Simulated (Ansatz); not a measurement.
```xyz
5

C     0.0358   -0.0369   -0.6229
O     0.0202   -0.0440    0.6215
H    -0.0345    0.7887    0.9175
H     0.0387   -0.9525   -1.0351
H    -0.3804    0.7370   -1.1167
```

Basis set: 6-31G* (spherical functions). Left uncorrelated: 2 orbitals. Charge 0, multiplicity 2.

Computed with Ansatz (development build ahead of 0.2.0); each method stands on the lowest determinant of its kind that the runs found.

The atomization energy at this shape (free ground-state atoms in the same class of orbitals less the molecule, no zero-point energy) of doublet CH3O:

| method | atomization energy |
| --- | --- |
| UHF-MP2 | 346.84 kcal/mol |

Q: What does UHF give?

A: 264.72 kcal/mol. Caution: the shape is not the minimum.
